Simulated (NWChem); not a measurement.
## Correlation energy of HIn

```
In
H 1 1.8630
```
Charge 0, spin multiplicity 1.

All runs are NWChem calculations. Structure: optimised with PBE0/def2-SVP with def2 effective core potentials on In, a minimum by its harmonic frequencies.

Basis set: def2-TZVP. Each correlation energy counts from its own Hartree-Fock reference.

Effective core potentials replace the inner electrons of In; spin-orbit coupling is left out. The correlated methods keep 4 core orbitals frozen. The structure started from a generated list of species. Coupled-cluster values serve here as a point of comparison, not as the truth.

Q: Order these methods by the correlation energy they give, lowest first: CCSD(T), MP2, CCSD, CR-CCSD(T), CCSD+T(CCSD), SCS-MP2.

A: CCSD+T(CCSD) (-281.6 mHa), CCSD(T) (-280.8 mHa), CR-CCSD(T) (-279.6 mHa), CCSD (-273.8 mHa), MP2 (-270.2 mHa), SCS-MP2 (-248.5 mHa)
